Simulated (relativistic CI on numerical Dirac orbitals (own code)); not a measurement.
# V3+ in a cubic cluster: 1s photoemission with charge transfer

Computed with a charge-transfer multiplet model of a cubic metal-ligand cluster with up to 2 ligand holes, Slater and spin-orbit integrals from Dirac-Coulomb-Breit ions, Slater integrals scaled by 0.9. The ground state mixes d2 with configurations of k ligand holes L, whose averages lie at kΔ + k(k − 1)U_dd/2; a core hole lowers each added d electron by U_cd. 300 K, Lorentzian 1.1 eV and Gaussian 0.6 eV FWHM.

Atomic integrals in eV (Slater integrals scaled, ζ unscaled), ground: F2dd 9.064, F4dd 5.680, zeta_d 0.024; with the core hole: F2dd 10.621, F4dd 6.689, zeta_d 0.040, G2cd 0.050.

Cluster parameters (eV): Δ = 2.8, U_dd = 5.4, U_cd = 6.2, 10Dq(ligand) = 0.3, V(eg) = 1.35, V(t2g) = -0.69, final-state hopping factor = 1.

```
         Case   n_d    d2   d3L  d4L2     S
10Dq = 0.3 eV  2.46  0.58  0.39  0.03  1.00
10Dq = 0.6 eV  2.44  0.59  0.38  0.03  1.00
10Dq = 0.9 eV  2.44  0.60  0.37  0.03  1.00
```

Weights, n_d and S are thermal averages at 300 K. Binding energies count from the first peak over 30 % of the highest in each spectrum, which can be another peak from case to case. The parameters are a model scan and need not match a compound or its usual spin state. Peaks in eV (height, largest 100):
- 10Dq = 0.3 eV: 0.0 (100), 3.0 (19), 5.7 (15), 7.3 (30)
- 10Dq = 0.6 eV: 0.0 (100), 3.1 (18), 5.9 (16), 7.5 (31)
- 10Dq = 0.9 eV: 0.0 (100), 2.9 (18), 6.0 (19), 7.6 (33)

Curve for 10Dq = 0.3 eV (points under 2 left out, the grid thinned):

| E (eV) | Intensity |
| --- | --- |
| -3.6 | 3.1 |
| -3.2 | 3.9 |
| -2.9 | 4.7 |
| -2.5 | 6.2 |
| -2.1 | 8.6 |
| -1.8 | 11.5 |
| -1.4 | 18.4 |
| -1.1 | 28.2 |
| -0.7 | 53.5 |
| -0.3 | 89.7 |
| 0.0 | 100.0 |
| 0.4 | 74.9 |
| 0.8 | 44.8 |
| 1.1 | 31.3 |
| 1.5 | 20.7 |
| 1.9 | 15.7 |
| 2.2 | 14.8 |
| 2.6 | 16.9 |
| 2.9 | 18.7 |
| 3.3 | 17.1 |
| 3.7 | 13.0 |
| 4.0 | 11.0 |
| 4.4 | 10.0 |
| 4.8 | 10.9 |
| 5.1 | 12.8 |
| 5.5 | 14.8 |
| 5.9 | 14.8 |
| 6.2 | 15.7 |
| 6.6 | 20.3 |
| 6.9 | 25.3 |
| 7.3 | 29.6 |
| 7.7 | 26.5 |
| 8.0 | 21.9 |
| 8.4 | 16.8 |
| 8.8 | 13.0 |
| 9.1 | 10.9 |
| 9.5 | 9.3 |
| 9.9 | 8.4 |
| 10.2 | 7.9 |
| 10.6 | 6.7 |
| 10.9 | 5.5 |
| 11.3 | 4.1 |
| 11.7 | 3.2 |
| 12.0 | 2.7 |
| 12.4 | 2.1 |

For the case 10Dq = 0.6 eV, Δ = 2.8 eV is smaller than U_dd = 5.4 eV, the charge-transfer side of the Zaanen-Sawatzky-Allen scheme. With the core hole the average of the configuration with one ligand hole lies at Δ − U_cd = -3.4 eV before mixing: the effective hopping of about 2.9 eV (from the holes of the mixed ground state) is comparable with this gap or larger, so the configurations mix strongly.
